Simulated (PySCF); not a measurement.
Work out the structure from these simulated measurements.

Formula: C3H3F3O2S.

| Item | Value |
| --- | --- |
| Dipole | 4.46 D [CAM-B3LYP/def2-SVPD] |
| 13C NMR | chemical shifts (computed TMS as zero) by class: 142.9 (1 C), 142.6 (1 C), 131.8 (1 C) ppm [GIAO PBE/pcSseg-1] |
| Rotational structure | rotational constants A, B, C: 2.049, 1.271, 1.139 GHz [PBE0-D3(BJ)/def2-SVP] |
| UV, strongest line | among the 10 lowest singlet transitions: S3 at 7.32 eV (169 nm, f = 0.173) [TDDFT CAM-B3LYP/def2-SVPD] |
| NMR, other nuclei | isotropic shieldings of nuclei other than C and H, by class: 124 (2 O), 251 (3 F), 187 (1 S) ppm [GIAO PBE/pcSseg-1] |
| Triplet | lowest triplet excitation (Tamm–Dancoff): 4.28 eV [TDA CAM-B3LYP/def2-SVPD] |
| UV, first state | lowest singlet excitation: 6.14 eV (202 nm, f = 0.004) [TDDFT CAM-B3LYP/def2-SVPD] |
| 1H NMR | chemical shifts (computed TMS as zero) by class: 6.85 (1 H), 6.74 (1 H), 6.59 (1 H) ppm [GIAO PBE/pcSseg-1] |

The electronic properties come from PySCF, for the isolated species, density fitting. Levels stand in brackets. The structure is a single PBE0-D3(BJ)/def2-SVP conformer in the gas phase; no vibrational or solvent corrections. NMR values are class means; diastereotopic atoms form classes of their own.

Question: What is the compound? Reason from the data.

Answer: Numbering: `[CH2:1]=[CH:2][S:3](=[O:4])(=[O:5])[C:6]([F:7])([F:8])[F:9]`. 3 carbons fall into 3 classes; from least to most shielded: alkene CH carbon [C2] (142.9 ppm), terminal =CH2 carbon [C1] (142.6 ppm), CF3 carbon [C6] (131.8 ppm). Hydrogen classes from least to most shielded: 1 H on a terminal =CH2 carbon, C1 (6.85 ppm), 1 H on an alkene CH carbon, C2 (6.74 ppm), 1 H on a terminal =CH2 carbon, C1 (6.59 ppm). The other shieldings belong to: 124 ppm, sulfonyl oxygen [O4/O5]; 251 ppm, fluorine of a CF3 group [F7/F8/F9]; 187 ppm, sulfonyl sulfur [S3]. S1 is mainly HOMO→LUMO (weight 0.92); the largest Löwdin shares of the orbital it empties are 0.30 on a sulfonyl oxygen, 0.21 on a sulfonyl oxygen, 0.12 on the alkene CH carbon and 0.11 on the sulfonyl sulfur, of the orbital it fills 0.37 on the terminal =CH2 carbon, 0.28 on the alkene CH carbon, 0.10 on the sulfonyl sulfur and 0.06 on a vinylic hydrogen. The optimised geometry has point group C1 and is an asymmetric top. Structure: `C=CS(=O)(=O)C(F)(F)F`. The assignments are read from this structure; whether some other isomer fits the data as well wasn't checked.

Shape of the structure used: `[CH2:1]=[CH:2][S:3](=[O:4])(=[O:5])[C:6]([F:7])([F:8])[F:9]`: C1–C2–S3–O4 143°, C2–S3–C6–F7 68°.
